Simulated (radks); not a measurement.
Results of a calculation; reference values are marked as such.
Hg24+, 56 electrons, occupied as [Kr] 4d10 4f10. Code: a radial shooting solver on a logarithmic mesh with Libxc functionals. Model: scalar-relativistic Kohn-Sham, LDA (Slater exchange, VWN5 correlation), spin-polarised, spherical densities, finite nucleus; open shells are filled with parallel spins first (spin-orbit coupling, left out, can overturn this in heavy ions); Fermi nuclear charge, rms radius 5.4648 fm. Some entries of the table are withheld. Estimate them.

orbital  occ.  eigenvalue (eV)  <r^2> (bohr^2)
1s down     1        -83769.74       0.0003814
1s up       1        -83769.73       0.0003814
2s up       1        -15420.27        0.005803
2s down     1        -15420.04        0.005802
2p up       3        -13403.59        0.004899
2p down     3        -13403.42        0.004898
3s up       1        -4183.190         0.03732
3s down     1        -4179.210         0.03728
3p up       3        -3599.892         0.03840
3p down     3        -3595.862         0.03835
3d up       5        -2984.744         0.03176
3d down     5        -2981.585         0.03170
4s up       1        -1426.401          0.1731
4s down     1        -1420.315          0.1733
4p up       3        -1230.016          0.1943
4p down     3        -1224.201          0.1946
4d up       5        -998.2450             (1)
4d down     5        -992.5604             (2)
4f up       7        -743.3420             (3)
4f down     3        -737.2373             (4)

Answer. 
(1) 4d up <r^2> (bohr^2): 0.2102
(2) 4d down <r^2> (bohr^2): 0.2108
(3) 4f up <r^2> (bohr^2): 0.2102
(4) 4f down <r^2> (bohr^2): 0.2116
